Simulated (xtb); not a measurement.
CH₆FNOSi₂, SMILES F[Si@@H]1CN[SiH2]O1. All values are semi-empirical tight-binding results from xtb (GFN2-xTB unless named), good for trends rather than for accurate numbers. The structure is a stationary point at GFN2-xTB. The structure was generated by enumeration; whether it is a known compound was not checked. Other conformers were not sampled.

Optimised geometry:

```xyz
12

F      0.7949    -2.0726    -0.7521
Si     0.3795    -1.0310     0.4002
C     -1.4412    -0.5062     0.1989
N     -1.3947     0.9403     0.0592
Si     0.1257     1.6906    -0.1771
O      1.0925     0.3791     0.0943
H      0.8237    -1.5657     1.6659
H     -2.0671    -0.7723     1.0557
H     -1.8958    -0.9716    -0.6839
H     -2.2849     1.3793    -0.1038
H      0.4391     2.1279    -1.5338
H      0.4282     2.6444     0.8825
```

Computed properties:
```yaml
orbital_gap: 4.96 eV
dipole_moment: 2.85 D
zero_point_energy: 47.5 kcal/mol
G − E(el) at 298.15 K (modified RRHO): 27.4 kcal/mol
static polarisability (D4 model): 79.5 bohr³
solvation energy, GFN2-xTB/ALPB(water): 0.1 kcal/mol
solvation energy, GFN2-xTB/ALPB(acetonitrile): -2.2 kcal/mol
```

Computed atomic charges and the Wiberg bond orders between heavy atoms:
charges (e) F1 -0.27, Si2 0.63, C3 -0.09, N4 -0.33, Si5 0.55, O6 -0.47, H7 -0.06, H8 0.02, H9 0.03, H10 0.14, H11 -0.07, H12 -0.08. Bond orders F1–Si2 1.08, Si2–C3 0.86, C3–N4 1.04, N4–Si5 1.19, Si2–O6 1.16, Si5–O6 0.93.
